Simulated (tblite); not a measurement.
Record of a relaxation.

Species: C3H4F3PSi.
Atom-mapped SMILES: `[F:1][C:2]([F:3])([F:4])[P:5]=[C:6]=[CH:7][SiH3:8]` (hydrogens: H9 on C7; H10, H11, H12 on Si8)

Computed with GFN2-xTB (tblite), gas phase: L-BFGS steps from a force-field or distance-geometry start until the largest atomic force falls under 0.01 eV/Å. 14 of its 82 geometries are shown.

Step 0: E = -729.5131 eV, largest atomic force 2.032 eV/Å
```
atom  x, y, z in Å  |  force x, y, z in eV/Å
F1     -2.100    0.073    1.625   -1.273   0.303  -1.264
C2     -2.641   -0.175    0.351    0.810   0.292   0.487
F3     -2.698    0.987   -0.363   -0.649  -0.789   1.149
F4     -3.859   -0.793    0.504    1.472   1.350  -0.195
P5     -1.396   -1.394   -0.385    1.236  -1.452  -0.703
C6      0.036   -0.643   -0.799   -1.152   0.750   0.238
C7      1.152   -0.035   -1.108   -1.679  -1.082  -0.044
Si8     2.303    0.357    0.281    1.208   0.479   1.298
H9      1.316    0.192   -2.138    0.333   0.297  -0.361
H10     3.551   -0.423    0.238   -0.136   0.020  -0.220
H11     1.703    0.057    1.597   -0.043   0.096  -0.343
H12     2.636    1.796    0.171   -0.127  -0.263  -0.041
```

Step 6: E = -730.0854 eV, largest atomic force 0.421 eV/Å
```
atom  x, y, z in Å  |  force x, y, z in eV/Å
F1     -2.153    0.126    1.593    0.029  -0.032  -0.204
C2     -2.554   -0.199    0.344   -0.043   0.117   0.157
F3     -2.722    0.960   -0.310    0.227  -0.150  -0.085
F4     -3.782   -0.729    0.476    0.148  -0.065  -0.064
P5     -1.358   -1.514   -0.411   -0.101   0.062   0.107
C6     -0.066   -0.571   -0.796    0.134   0.107  -0.055
C7      1.098   -0.075   -1.084   -0.394  -0.105   0.105
Si8     2.329    0.362    0.308    0.146   0.044   0.212
H9      1.334    0.212   -2.101    0.032   0.100   0.103
H10     3.559   -0.435    0.203   -0.122   0.035  -0.151
H11     1.686    0.066    1.589    0.001   0.046  -0.089
H12     2.629    1.796    0.163   -0.056  -0.159  -0.035
```

Step 12: E = -730.1253 eV, largest atomic force 0.287 eV/Å
```
atom  x, y, z in Å  |  force x, y, z in eV/Å
F1     -2.140    0.144    1.582    0.005   0.047  -0.038
C2     -2.527   -0.206    0.339   -0.048   0.037   0.091
F3     -2.649    0.931   -0.356    0.012  -0.033  -0.038
F4     -3.755   -0.735    0.462   -0.061   0.119  -0.011
P5     -1.374   -1.528   -0.381    0.234  -0.145  -0.082
C6     -0.102   -0.563   -0.788    0.118  -0.055   0.022
C7      1.060   -0.062   -1.046   -0.031   0.021   0.019
Si8     2.328    0.354    0.331   -0.177  -0.065  -0.144
H9      1.338    0.258   -2.043   -0.103   0.051   0.072
H10     3.534   -0.442    0.132    0.015  -0.074  -0.051
H11     1.674    0.077    1.597    0.000  -0.030   0.158
H12     2.615    1.770    0.145    0.036   0.128   0.002
```

Step 19: E = -730.1626 eV, largest atomic force 0.172 eV/Å
```
atom  x, y, z in Å  |  force x, y, z in eV/Å
F1     -2.109    0.193    1.550   -0.048  -0.081   0.003
C2     -2.497   -0.230    0.333    0.099   0.014  -0.140
F3     -2.539    0.862   -0.444    0.022   0.047  -0.083
F4     -3.762   -0.663    0.444    0.128  -0.026   0.071
P5     -1.338   -1.612   -0.338   -0.148   0.019   0.086
C6     -0.093   -0.624   -0.766   -0.072  -0.055   0.036
C7      1.017   -0.020   -1.006   -0.044   0.028  -0.022
Si8     2.297    0.354    0.355   -0.007   0.011  -0.074
H9      1.260    0.374   -1.982   -0.071   0.015  -0.033
H10     3.453   -0.478    0.026    0.032  -0.040   0.079
H11     1.702    0.076    1.657    0.070  -0.010  -0.006
H12     2.611    1.765    0.145    0.039   0.079   0.083
```

Step 25: E = -730.1806 eV, largest atomic force 0.067 eV/Å
```
atom  x, y, z in Å  |  force x, y, z in eV/Å
F1     -2.087    0.208    1.523    0.030   0.049  -0.001
C2     -2.467   -0.230    0.309    0.012  -0.027  -0.011
F3     -2.483    0.841   -0.499    0.009  -0.016   0.021
F4     -3.738   -0.638    0.435   -0.004  -0.011  -0.019
P5     -1.345   -1.655   -0.301   -0.042  -0.001  -0.040
C6     -0.103   -0.671   -0.753    0.022  -0.002   0.045
C7      0.970   -0.002   -0.991    0.009   0.057   0.034
Si8     2.285    0.368    0.342    0.030  -0.007   0.031
H9      1.174    0.427   -1.962   -0.051  -0.027  -0.033
H10     3.417   -0.506    0.016    0.000   0.046   0.006
H11     1.755    0.072    1.669   -0.009   0.007  -0.037
H12     2.625    1.785    0.185   -0.006  -0.067   0.004
```

Step 31: E = -730.1835 eV, largest atomic force 0.048 eV/Å
```
atom  x, y, z in Å  |  force x, y, z in eV/Å
F1     -2.075    0.221    1.512    0.018  -0.012   0.000
C2     -2.458   -0.232    0.304   -0.025   0.033   0.015
F3     -2.467    0.832   -0.511   -0.011   0.016  -0.028
F4     -3.730   -0.634    0.431   -0.011   0.002   0.010
P5     -1.351   -1.663   -0.307    0.033  -0.029  -0.019
C6     -0.100   -0.681   -0.734   -0.006   0.005   0.006
C7      0.957    0.011   -0.979    0.000  -0.037   0.000
Si8     2.285    0.366    0.344    0.006   0.009   0.011
H9      1.137    0.432   -1.960   -0.017   0.007   0.023
H10     3.416   -0.502    0.011    0.017   0.009  -0.005
H11     1.757    0.070    1.670   -0.015  -0.009  -0.009
H12     2.630    1.779    0.193    0.010   0.006  -0.004
```

Step 37: E = -730.1844 eV, largest atomic force 0.026 eV/Å
```
atom  x, y, z in Å  |  force x, y, z in eV/Å
F1     -2.066    0.221    1.506    0.004   0.006  -0.025
C2     -2.459   -0.230    0.301    0.000  -0.011   0.004
F3     -2.471    0.832   -0.518   -0.007  -0.019   0.014
F4     -3.731   -0.630    0.436    0.002   0.013   0.005
P5     -1.355   -1.667   -0.313   -0.017   0.014  -0.003
C6     -0.100   -0.685   -0.725    0.015  -0.010  -0.005
C7      0.959    0.005   -0.974   -0.024   0.003   0.002
Si8     2.290    0.367    0.345   -0.012  -0.007  -0.016
H9      1.122    0.435   -1.953    0.019   0.002   0.011
H10     3.425   -0.494    0.011    0.019  -0.003  -0.001
H11     1.751    0.066    1.665    0.000  -0.006   0.012
H12     2.635    1.780    0.194    0.001   0.017  -0.001
```

Step 44: E = -730.1849 eV, largest atomic force 0.023 eV/Å
```
atom  x, y, z in Å  |  force x, y, z in eV/Å
F1     -2.056    0.225    1.498   -0.003   0.001  -0.008
C2     -2.460   -0.231    0.299    0.011  -0.008  -0.013
F3     -2.476    0.828   -0.525   -0.004  -0.001  -0.004
F4     -3.733   -0.625    0.445    0.009   0.002   0.016
P5     -1.362   -1.670   -0.320   -0.002   0.014  -0.001
C6     -0.101   -0.693   -0.724   -0.005   0.007  -0.004
C7      0.954    0.004   -0.968    0.022  -0.003   0.005
Si8     2.292    0.367    0.345   -0.010  -0.005  -0.003
H9      1.122    0.438   -1.945   -0.006  -0.004   0.005
H10     3.434   -0.487    0.010   -0.013   0.008   0.000
H11     1.752    0.061    1.664    0.013   0.000   0.004
H12     2.635    1.782    0.195   -0.011  -0.011   0.003
```

Step 50: E = -730.1856 eV, largest atomic force 0.029 eV/Å
```
atom  x, y, z in Å  |  force x, y, z in eV/Å
F1     -2.030    0.240    1.477    0.026   0.006   0.000
C2     -2.459   -0.230    0.292    0.000   0.009   0.000
F3     -2.490    0.819   -0.544   -0.020   0.010  -0.004
F4     -3.729   -0.618    0.474    0.000  -0.011  -0.014
P5     -1.375   -1.672   -0.341   -0.001  -0.009   0.011
C6     -0.106   -0.698   -0.729   -0.003  -0.004   0.029
C7      0.952   -0.002   -0.959    0.001   0.001  -0.012
Si8     2.289    0.364    0.352    0.007  -0.001   0.004
H9      1.118    0.440   -1.933    0.014   0.011  -0.012
H10     3.440   -0.473    0.008   -0.003  -0.011  -0.008
H11     1.770    0.050    1.677   -0.005  -0.002  -0.004
H12     2.620    1.781    0.200   -0.016   0.003   0.009
```

Step 56: E = -730.1862 eV, largest atomic force 0.033 eV/Å
```
atom  x, y, z in Å  |  force x, y, z in eV/Å
F1     -2.005    0.251    1.460   -0.009   0.008  -0.014
C2     -2.460   -0.226    0.286   -0.011   0.013   0.010
F3     -2.514    0.819   -0.554    0.002  -0.008   0.002
F4     -3.724   -0.620    0.494    0.007   0.000   0.009
P5     -1.383   -1.670   -0.352    0.022   0.001   0.000
C6     -0.107   -0.699   -0.725    0.026   0.008  -0.018
C7      0.954   -0.008   -0.957   -0.021  -0.004   0.003
Si8     2.289    0.360    0.356    0.003  -0.001   0.003
H9      1.124    0.437   -1.929   -0.006  -0.012   0.010
H10     3.446   -0.467    0.006   -0.001  -0.006  -0.008
H11     1.780    0.040    1.683   -0.012  -0.009  -0.007
H12     2.601    1.782    0.207   -0.001   0.009   0.009
```

Step 62: E = -730.1867 eV, largest atomic force 0.050 eV/Å
```
atom  x, y, z in Å  |  force x, y, z in eV/Å
F1     -1.981    0.274    1.437   -0.006   0.016   0.013
C2     -2.456   -0.223    0.281    0.022  -0.030  -0.020
F3     -2.527    0.807   -0.576    0.001   0.004  -0.010
F4     -3.715   -0.616    0.517   -0.003  -0.005   0.014
P5     -1.384   -1.675   -0.356   -0.018   0.009   0.017
C6     -0.104   -0.708   -0.725   -0.039  -0.014   0.005
C7      0.951   -0.007   -0.950    0.045   0.021  -0.001
Si8     2.288    0.359    0.361   -0.016   0.005  -0.013
H9      1.118    0.442   -1.919    0.006   0.006  -0.019
H10     3.442   -0.464   -0.008    0.004   0.011   0.005
H11     1.786    0.024    1.688   -0.007  -0.011  -0.001
H12     2.584    1.785    0.223    0.011  -0.011   0.011
```

Step 69: E = -730.1888 eV, largest atomic force 0.059 eV/Å
```
atom  x, y, z in Å  |  force x, y, z in eV/Å
F1     -1.933    0.357    1.379    0.004  -0.034  -0.012
C2     -2.453   -0.212    0.276   -0.004   0.044   0.039
F3     -2.600    0.777   -0.620   -0.031  -0.050  -0.006
F4     -3.683   -0.631    0.605    0.021   0.035  -0.032
P5     -1.385   -1.665   -0.359    0.019   0.002   0.021
C6     -0.104   -0.702   -0.736    0.020   0.025  -0.019
C7      0.961   -0.014   -0.959   -0.040   0.000  -0.007
Si8     2.279    0.352    0.370    0.018  -0.024   0.013
H9      1.143    0.428   -1.930   -0.008   0.003   0.000
H10     3.453   -0.432   -0.021    0.006   0.016   0.009
H11     1.772   -0.047    1.677    0.000  -0.003  -0.001
H12     2.549    1.788    0.293   -0.007  -0.016  -0.004
```

Step 75: E = -730.1907 eV, largest atomic force 0.018 eV/Å
```
atom  x, y, z in Å  |  force x, y, z in eV/Å
F1     -1.882    0.433    1.313   -0.014   0.005  -0.008
C2     -2.444   -0.203    0.270   -0.015  -0.003   0.009
F3     -2.659    0.728   -0.673    0.008  -0.003   0.002
F4     -3.650   -0.622    0.679    0.014   0.004   0.001
P5     -1.377   -1.665   -0.343    0.002  -0.002  -0.002
C6     -0.105   -0.700   -0.748    0.003   0.006   0.007
C7      0.959   -0.008   -0.964    0.002  -0.002  -0.003
Si8     2.268    0.338    0.381    0.005   0.001  -0.004
H9      1.149    0.434   -1.932   -0.002   0.009   0.002
H10     3.461   -0.400   -0.041    0.009  -0.009   0.011
H11     1.766   -0.116    1.672    0.005  -0.011  -0.005
H12     2.516    1.779    0.359   -0.016   0.003  -0.008
```

Step 81: E = -730.1912 eV, largest atomic force 0.008 eV/Å
```
atom  x, y, z in Å  |  force x, y, z in eV/Å
F1     -1.847    0.495    1.254   -0.006   0.005   0.002
C2     -2.442   -0.194    0.265    0.005   0.006  -0.002
F3     -2.713    0.691   -0.707   -0.003   0.002   0.004
F4     -3.620   -0.615    0.745    0.000  -0.004  -0.006
P5     -1.376   -1.660   -0.343   -0.001   0.001   0.005
C6     -0.105   -0.696   -0.753    0.002  -0.007  -0.003
C7      0.963   -0.010   -0.967    0.002   0.000   0.001
Si8     2.265    0.328    0.388   -0.002  -0.003   0.002
H9      1.158    0.437   -1.932   -0.002   0.003   0.002
H10     3.475   -0.376   -0.043    0.003   0.005   0.000
H11     1.770   -0.175    1.663    0.003  -0.004   0.001
H12     2.472    1.775    0.403   -0.002  -0.003  -0.006
```

Task: Summarise the path.

Result: The energy falls by 0.6782 eV from step 0 to step 81; nine tenths of that is first reached at step 12. It falls at every step. The largest force goes from 2.032 to 0.008 eV/Å. Among the bonds C7–Si8 changes most, from 1.846 to 1.909 Å; the atoms move by 0.330 Å rms after alignment.

Task: Follow the three bonds and two angles with the largest change from start to end.

Result: 
| step | E above end (eV) | largest force (eV/Å) | C7–Si8 (Å) | F1–C2 (Å) | C2–F4 (Å) | C2–P5–C6 (°) | F1–C2–P5 (°) |
| --- | --- | --- | --- | --- | --- | --- | --- |
| 0 | 0.6782 | 2.032 | 1.846 | 1.406 | 1.375 | 111.8 | 102.3 |
| 4 | 0.1319 | 0.358 | 1.935 | 1.346 | 1.341 | 102.1 | 109.4 |
| 7 | 0.0963 | 0.369 | 1.903 | 1.350 | 1.343 | 100.2 | 110.1 |
| 11 | 0.0716 | 0.189 | 1.917 | 1.346 | 1.342 | 99.1 | 110.7 |
| 14 | 0.0521 | 0.216 | 1.910 | 1.349 | 1.342 | 98.0 | 111.4 |
| 18 | 0.0329 | 0.244 | 1.903 | 1.344 | 1.341 | 96.8 | 111.6 |
| 21 | 0.0205 | 0.189 | 1.911 | 1.348 | 1.342 | 96.2 | 111.4 |
| 25 | 0.0107 | 0.067 | 1.909 | 1.345 | 1.340 | 94.9 | 111.4 |
| 28 | 0.0085 | 0.063 | 1.908 | 1.345 | 1.340 | 94.4 | 111.8 |
| 32 | 0.0075 | 0.047 | 1.909 | 1.345 | 1.340 | 94.4 | 112.0 |
| 35 | 0.0070 | 0.026 | 1.909 | 1.345 | 1.340 | 94.2 | 111.9 |
| 39 | 0.0066 | 0.028 | 1.907 | 1.345 | 1.340 | 94.2 | 111.7 |
| 42 | 0.0064 | 0.018 | 1.908 | 1.345 | 1.340 | 94.1 | 111.8 |
| 46 | 0.0062 | 0.028 | 1.910 | 1.346 | 1.340 | 94.2 | 111.8 |
| 49 | 0.0057 | 0.035 | 1.908 | 1.345 | 1.340 | 94.0 | 111.9 |
| 53 | 0.0053 | 0.042 | 1.909 | 1.345 | 1.340 | 93.8 | 111.8 |
| 56 | 0.0050 | 0.033 | 1.908 | 1.346 | 1.340 | 93.8 | 111.7 |
| 60 | 0.0047 | 0.019 | 1.908 | 1.345 | 1.340 | 93.7 | 111.6 |
| 63 | 0.0043 | 0.056 | 1.908 | 1.345 | 1.340 | 93.6 | 111.8 |
| 67 | 0.0033 | 0.065 | 1.906 | 1.346 | 1.341 | 93.9 | 112.3 |
| 70 | 0.0021 | 0.065 | 1.908 | 1.345 | 1.340 | 93.7 | 112.2 |
| 74 | 0.0007 | 0.030 | 1.909 | 1.345 | 1.341 | 93.6 | 112.1 |
| 77 | 0.0004 | 0.028 | 1.909 | 1.345 | 1.340 | 93.5 | 112.1 |
| 81 | 0.0000 | 0.008 | 1.909 | 1.345 | 1.340 | 93.5 | 112.4 |
